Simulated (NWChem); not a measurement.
System: SbI3; SMILES [I][Sb]([I])[I]

Excerpt of the output:

```
             Northwest Computational Chemistry Package (NWChem) 7.3.0
             --------------------------------------------------------

 C3  symmetry detected

                             Geometry "geometry" -> ""
                             -------------------------

 Output coordinates in angstroms (scale by  1.889725989 to convert to a.u.)

  No.       Tag          Charge          X              Y              Z
 ---- ---------------- ---------- -------------- -------------- --------------
    1 Sb                  51.0000     0.00000000    -0.00000000     0.96687749
    2 I                   53.0000    -1.99171264     1.37356082    -0.31013051
    3 I                   53.0000     2.18539488     1.03809334    -0.31013051
    4 I                   53.0000    -0.19368224    -2.41165415    -0.31013051

 Effective nuclear repulsion energy (a.u.)    2632.6751514789

      Symmetry information
      --------------------

 Group name             C3
 Group number              5
 Group order               3
 No. of unique centers     2

                                 NWChem DFT Module
                                 -----------------

 Summary of "ao basis" -> "ao basis" (spherical)
 ------------------------------------------------------------------------------
       Tag                 Description            Shells   Functions and Types
 ---------------- ------------------------------  ------  ---------------------
 Sb                        def2-svpd                12       32   5s4p3d
 I                         def2-svpd                13       35   5s5p3d

      Symmetry analysis of basis
      --------------------------

        a          47
        e+         45
        e-         45

  Rotation of axis

            General Information
            -------------------
          SCF calculation type: DFT
          Wavefunction type:  closed shell.
          No. of atoms     :     4
          No. of electrons :    98
           Alpha electrons :    49
            Beta electrons :    49
          Charge           :     0
          Spin multiplicity:     1
          Use of symmetry is: on ; symmetry adaption is: on
          Maximum number of iterations: 200
          AO basis - number of functions:   137
                     number of shells:    51
          Convergence on energy requested:  1.00D-06
          Convergence on density requested:  1.00D-05
          Convergence on gradient requested:  5.00D-04

              XC Information
              --------------
                      r^2SCAN Method XC Functional
               r^2SCAN metaGGA Exchange Functional  1.000
                     r^2SCAN Correlation Potential  1.000

             Grid Information
             ----------------
          Grid used for XC integration:  medium
          Radial quadrature: Mura-Knowles
          Angular quadrature: Lebedev.
          Tag              B.-S. Rad. Rad. Pts. Rad. Cut. Ang. Pts.
          ---              ---------- --------- --------- ---------
          Sb                  1.45      123          13.0       590
          I                   1.40      123          16.0       590
          Grid pruning is: on
          Number of quadrature shells:   246
          Spatial weights used:  Erf1

      Non-variational initial energy
      ------------------------------

 Total energy =     570.439441
 1-e energy   =       0.000000
 2-e energy   =       0.000000
 HOMO         =     -24.493311
 LUMO         =     -23.988349

      Symmetry analysis of molecular orbitals - initial
      -------------------------------------------------

  Numbering of irreducible representations:

     1 a           2 e+          3 e-

  Orbital symmetries:

     1 e+          2 e+          3 a           4 a           5 e+
     6 e+          7 a           8 e+          9 e+         10 a
    11 e+         12 e+         13 e+         14 e+         15 a
    16 a          17 e+         18 e+         19 e+         20 e+
    21 a          22 e+         23 e+         24 a          25 e+
    26 e+         27 a          28 a          29 e+         30 e+
    31 a          32 e+         33 e+         34 e+         35 e+
    36 a          37 a          38 e+         39 e+         40 a
    41 e+         42 e+         43 a          44 a          45 e+
    46 e+         47 a          48 e+         49 e+         50 e+
    51 e+         52 a          53 e+         54 e+         55 e+
    56 e+         57 a          58 a          59 e+

 Warning: spatial symmetry breaking: alpha =  1.67D+00

[...]

                         DFT ENERGY GRADIENTS

    atom               coordinates                        gradient
                 x          y          z           x          y          z
   1 Sb      0.000000  -0.000000   1.827134    0.000000   0.000000  -0.003942
   2 I      -3.763791   2.595654  -0.586062    0.002232  -0.001549   0.001314
   3 I       4.129798   1.961712  -0.586062   -0.002457  -0.001158   0.001314
   4 I      -0.366006  -4.557366  -0.586062    0.000225   0.002707   0.001314
```

Level: r2SCAN/def2-SVPD with def2 effective core potentials on Sb, I. All runs use the structure optimised with PBE0/def2-SVP. Not confirmed as a minimum by frequencies. def2 effective core potentials on Sb, I; no spin-orbit coupling.

### Question
Write an input that gives this output.

### Answer
This is not unique; one that fits is the input that was run:
```
start job
memory heap 200 mb stack 900 mb global 1100 mb
geometry units angstroms noautoz
  Sb     0.000000     0.000000     0.967303
  I     -0.656269    -2.328712    -0.309705
  I     -1.688590     1.732701    -0.309705
  I      2.344858     0.596011    -0.309705
end
basis spherical
  * library def2-svpd
end
ecp
  Sb library def2-ecp
  I library def2-ecp
end
dft
  xc r2scan
  iterations 200
  vectors input hcore
end
task dft gradient
```
